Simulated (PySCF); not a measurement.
## Working with the constants of SbF

UHF-CCSD(T) constants of SbF, ³Σ⁻ (triplet), unpaired electrons π ↑↑ (basis Sb def2-TZVPPD with ECP28, F def2-TZVPPD; scalar-relativistic core potentials; PySCF 2.14; masses 120.9038 and 18.9984 u):

```
ωe              : 605.7 cm⁻¹
ωexe            : 2.78 cm⁻¹
Be              : 0.27705 cm⁻¹
αe              : 0.00181 cm⁻¹
D (centrifugal) : 2.32e-07 cm⁻¹
De to Sb + F    : 3.94 eV
```

(1) Give the vibrational terms G(v) and spacings up to v = 6.

(2) How well does the Morse estimate ωe²/(4ωexe) reproduce De, and what is D0?

Correlated steps freeze 5 core orbitals. These are scalar-relativistic numbers at best; spin–orbit coupling would shift them, the dissociation energy most. The state is the lowest determinant that a PBE0 search found; another state may lie lower at other levels.

Answers

(1) G(v) = ωe(v+½) − ωexe(v+½)².

```csv
v,G(v) (cm⁻¹),G(v) − G(v−1),Bv (cm⁻¹)
0,302.2,,0.2761
1,902.3,600.1,0.2743
2,1496.9,594.6,0.2725
3,2085.9,589.0,0.2707
4,2669.4,583.5,0.2689
5,3247.3,577.9,0.2671
6,3819.6,572.3,0.2653
```

(2) It gives 4.09 eV, 104 % of the computed De. D0 = De − G(0) = 3.94 − 0.04 = 3.90 eV.
